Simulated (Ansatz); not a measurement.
Ansatz (an electronic-structure program) job for C2H4N2OSi, SMILES N#C/N=C/O[SiH3], PBE-D3(BJ)/def2-SVP. 

Ansatz 0.2 input:
```yaml
crystal:
  periodic: [false, false, false]
  atoms:
    - {symbol: N, position_ang: [-0.37350367, -3.33822728, -0.00000000]}
    - {symbol: C, position_ang: [-0.23996681, -2.18093201, 0.00000000]}
    - {symbol: N, position_ang: [-0.19338532, -0.84970226, 0.00000000]}
    - {symbol: C, position_ang: [0.91988283, -0.21184554, 0.00000000]}
    - {symbol: O, position_ang: [0.94995964, 1.10118142, 0.00000000]}
    - {symbol: Si, position_ang: [-0.50648138, 2.04372103, 0.00000000]}
    - {symbol: H, position_ang: [1.91559690, -0.68374304, 0.00000000]}
    - {symbol: H, position_ang: [-1.27596336, 1.75225613, -1.23270124]}
    - {symbol: H, position_ang: [-1.27596337, 1.75225613, 1.23270123]}
    - {symbol: H, position_ang: [0.01611878, 3.42985708, 0.00000000]}
basis:
  gaussian:
    orbitals: def2-SVP
hamiltonian:
  xc: pbe
  dispersion: d3bj
relax: {f_tol: 0.002, max_steps: 200}
```

Log of the run:

```
WARN ansatz: RAYON_NUM_THREADS=1 ignored (pool sized by the plan → 1); use --threads N
Functional definition: PBE
integrals: 0.05 GiB planned
1231 factors; their error is unknown
mean field: 0.29 GiB planned
mean field evaluation 1: about -15015.1951 eV, gradient 6.2e1 eV
mean field evaluation 2: about -14990.4981 eV, gradient 1.1e2 eV
mean field evaluation 4: about -15023.0661 eV, gradient 1.1e1 eV
mean field evaluation 8: about -15023.3038 eV, gradient 2.4e-1 eV
mean field evaluation 16: about -15023.2290 eV, gradient 1.6e-4 eV
mean field -15023.22899773 eV, -552.0934825563 hartree, gradient 1.5e-5 eV, S^2 0.000000; 0 other end points of the search recorded, 0 dependent functions left out
the calculation of the forces begins
reference -15023.22903241 eV, -552.0934838308 hartree; 26, 26 occupied and 82, 82 virtual orbitals, 1231 factors
relax step   1: F+E_penalty+E_count = -15023.44620131 eV  Δ(F+E_penalty+E_count) = +0.000e0 eV  max|allowed force component| = 1.614e0 eV/Å  Δτ_max = 0.0000 Å  (32 SCF iters, accepted)
these checks for a lower state are left out or cut short: starts, cluster_reference, orbital_swaps, neighbouring_geometries, increment
integrals: 0.05 GiB planned
1231 factors; their error is unknown
mean field: 0.29 GiB planned
mean field -15023.25468675 eV, -552.0944266103 hartree, gradient 2.3e-5 eV, S^2 0.000000; 0 other end points of the search recorded, 0 dependent functions left out
the calculation of the forces begins
reference -15023.25472148 eV, -552.0944278865 hartree; 26, 26 occupied and 82, 82 virtual orbitals, 1231 factors
relax step   2: F+E_penalty+E_count = -15023.47137945 eV  Δ(F+E_penalty+E_count) = -2.518e-2 eV  max|allowed force component| = 2.319e-1 eV/Å  Δτ_max = 0.0192 Å  (35 SCF iters, accepted)
these checks for a lower state are left out or cut short: starts, cluster_reference, orbital_swaps, neighbouring_geometries, increment
integrals: 0.05 GiB planned
1231 factors; their error is unknown
mean field: 0.29 GiB planned
mean field evaluation 32: about -15023.2573 eV, gradient 7.4e-5 eV
mean field -15023.25728981 eV, -552.0945222709 hartree, gradient 2.3e-5 eV, S^2 0.000000; 0 other end points of the search recorded, 0 dependent functions left out
the calculation of the forces begins
reference -15023.25732453 eV, -552.0945235469 hartree; 26, 26 occupied and 82, 82 virtual orbitals, 1231 factors
relax step   3: F+E_penalty+E_count = -15023.47404329 eV  Δ(F+E_penalty+E_count) = -2.664e-3 eV  max|allowed force component| = 1.219e-1 eV/Å  Δτ_max = 0.0160 Å  (35 SCF iters, accepted)
these checks for a lower state are left out or cut short: starts, cluster_reference, orbital_swaps, neighbouring_geometries, increment
integrals: 0.05 GiB planned
1231 factors; their error is unknown
mean field: 0.29 GiB planned
mean field -15023.25823739 eV, -552.0945570938 hartree, gradient 2.3e-5 eV, S^2 0.000000; 0 other end points of the search recorded, 0 dependent functions left out
the calculation of the forces begins
reference -15023.25827208 eV, -552.0945583689 hartree; 26, 26 occupied and 82, 82 virtual orbitals, 1231 factors
relax step   4: F+E_penalty+E_count = -15023.47537683 eV  Δ(F+E_penalty+E_count) = -1.334e-3 eV  max|allowed force component| = 7.031e-2 eV/Å  Δτ_max = 0.0235 Å  (35 SCF iters, accepted)
these checks for a lower state are left out or cut short: starts, cluster_reference, orbital_swaps, neighbouring_geometries, increment
integrals: 0.05 GiB planned
1231 factors; their error is unknown
mean field: 0.29 GiB planned
mean field -15023.25832301 eV, -552.0945602405 hartree, gradient 2.3e-5 eV, S^2 0.000000; 0 other end points of the search recorded, 0 dependent functions left out
the calculation of the forces begins
reference -15023.25835770 eV, -552.0945615153 hartree; 26, 26 occupied and 82, 82 virtual orbitals, 1231 factors
relax step   5: F+E_penalty+E_count = -15023.47607448 eV  Δ(F+E_penalty+E_count) = -6.977e-4 eV  max|allowed force component| = 5.164e-2 eV/Å  Δτ_max = 0.0287 Å  (35 SCF iters, accepted)
these checks for a lower state are left out or cut short: starts, cluster_reference, orbital_swaps, neighbouring_geometries, increment
integrals: 0.05 GiB planned
1231 factors; their error is unknown
mean field: 0.29 GiB planned
mean field -15023.25843524 eV, -552.0945643648 hartree, gradient 2.3e-5 eV, S^2 0.000000; 0 other end points of the search recorded, 0 dependent functions left out
the calculation of the forces begins
reference -15023.25846994 eV, -552.0945656398 hartree; 26, 26 occupied and 82, 82 virtual orbitals, 1231 factors
relax step   6: F+E_penalty+E_count = -15023.47616791 eV  Δ(F+E_penalty+E_count) = -9.342e-5 eV  max|allowed force component| = 2.471e-2 eV/Å  Δτ_max = 0.0066 Å  (35 SCF iters, accepted)
these checks for a lower state are left out or cut short: starts, cluster_reference, orbital_swaps, neighbouring_geometries, increment
integrals: 0.05 GiB planned
1231 factors; their error is unknown
mean field: 0.29 GiB planned
mean field evaluation 64: about -15023.2583 eV, gradient 7.3e-5 eV
mean field -15023.25833561 eV, -552.0945607033 hartree, gradient 2.3e-5 eV, S^2 0.000000; 0 other end points of the search recorded, 0 dependent functions left out
the calculation of the forces begins
reference -15023.25837030 eV, -552.0945619784 hartree; 26, 26 occupied and 82, 82 virtual orbitals, 1231 factors
relax step   7: F+E_penalty+E_count = -15023.47621477 eV  Δ(F+E_penalty+E_count) = -4.687e-5 eV  max|allowed force component| = 1.124e-2 eV/Å  Δτ_max = 0.0064 Å  (36 SCF iters, accepted)
these checks for a lower state are left out or cut short: starts, cluster_reference, orbital_swaps, neighbouring_geometries, increment
integrals: 0.05 GiB planned
1231 factors; their error is unknown
mean field: 0.29 GiB planned
mean field -15023.25834638 eV, -552.0945610992 hartree, gradient 7.0e-5 eV, S^2 0.000000; 0 other end points of the search recorded, 0 dependent functions left out
the calculation of the forces begins
reference -15023.25838108 eV, -552.0945623743 hartree; 26, 26 occupied and 82, 82 virtual orbitals, 1231 factors
relax step   8: F+E_penalty+E_count = -15023.47621901 eV  Δ(F+E_penalty+E_count) = -4.236e-6 eV  max|allowed force component| = 6.246e-3 eV/Å  Δτ_max = 0.0014 Å  (23 SCF iters, accepted)
these checks for a lower state are left out or cut short: starts, cluster_reference, orbital_swaps, neighbouring_geometries, increment
integrals: 0.05 GiB planned
1231 factors; their error is unknown
mean field: 0.29 GiB planned
mean field -15023.25834404 eV, -552.0945610131 hartree, gradient 2.6e-5 eV, S^2 0.000000; 0 other end points of the search recorded, 0 dependent functions left out
the calculation of the forces begins
reference -15023.25837873 eV, -552.0945622882 hartree; 26, 26 occupied and 82, 82 virtual orbitals, 1231 factors
relax step   9: F+E_penalty+E_count = -15023.47621960 eV  Δ(F+E_penalty+E_count) = -5.851e-7 eV  max|allowed force component| = 3.602e-3 eV/Å  Δτ_max = 0.0003 Å  (21 SCF iters, accepted)
these checks for a lower state are left out or cut short: starts, cluster_reference, orbital_swaps, neighbouring_geometries, increment
integrals: 0.05 GiB planned
1231 factors; their error is unknown
mean field: 0.29 GiB planned
mean field -15023.25834686 eV, -552.0945611169 hartree, gradient 2.3e-5 eV, S^2 0.000000; 0 other end points of the search recorded, 0 dependent functions left out
the calculation of the forces begins
reference -15023.25838156 eV, -552.0945623920 hartree; 26, 26 occupied and 82, 82 virtual orbitals, 1231 factors
relax step  10: F+E_penalty+E_count = -15023.47621969 eV  Δ(F+E_penalty+E_count) = -9.447e-8 eV  max|allowed force component| = 4.314e-4 eV/Å  Δτ_max = 0.0001 Å  (20 SCF iters, accepted)
integrals: 0.05 GiB planned
1231 factors; their error is unknown
mean field: 0.29 GiB planned
mean field evaluation 96: about -15023.2583 eV, gradient 2.3e-1 eV
mean field -15023.25834686 eV, -552.0945611169 hartree, gradient 2.5e-5 eV, S^2 0.000000; 1 other end points of the search recorded, 0 dependent functions left out
the calculation of the forces begins
reference -15023.25838156 eV, -552.0945623920 hartree; 26, 26 occupied and 82, 82 virtual orbitals, 1231 factors
Total energy: -15023.47625439 eV, -552.1025690707 hartree
Atom 0 at    -0.457249    -3.311482     0.000000 Å, force     0.000071     0.000132    -0.000000 eV/Å
Atom 1 at    -0.264429    -2.147703     0.000000 Å, force    -0.000066     0.000202     0.000000 eV/Å
Atom 2 at    -0.172276    -0.819803     0.000000 Å, force    -0.000263    -0.000379    -0.000000 eV/Å
Atom 3 at     0.960080    -0.193575    -0.000000 Å, force     0.000353    -0.000050     0.000000 eV/Å
Atom 4 at     1.000068     1.125981     0.000000 Å, force    -0.000104     0.000259    -0.000000 eV/Å
Atom 5 at    -0.512769     2.014933     0.000000 Å, force    -0.000431    -0.000231    -0.000000 eV/Å
Atom 6 at     1.959276    -0.677711    -0.000000 Å, force    -0.000017     0.000019    -0.000000 eV/Å
Atom 7 at    -1.276264     1.698342    -1.246229 Å, force     0.000149     0.000075    -0.000183 eV/Å
Atom 8 at    -1.276264     1.698341     1.246229 Å, force     0.000149     0.000075     0.000183 eV/Å
Atom 9 at    -0.023878     3.427499    -0.000000 Å, force     0.000159    -0.000104    -0.000000 eV/Å
Dipole moment:     0.250119     0.932847    -0.000000 e Å
```

The calculation finished and met its thresholds.

Cost: about 29 core-seconds (a rough figure).
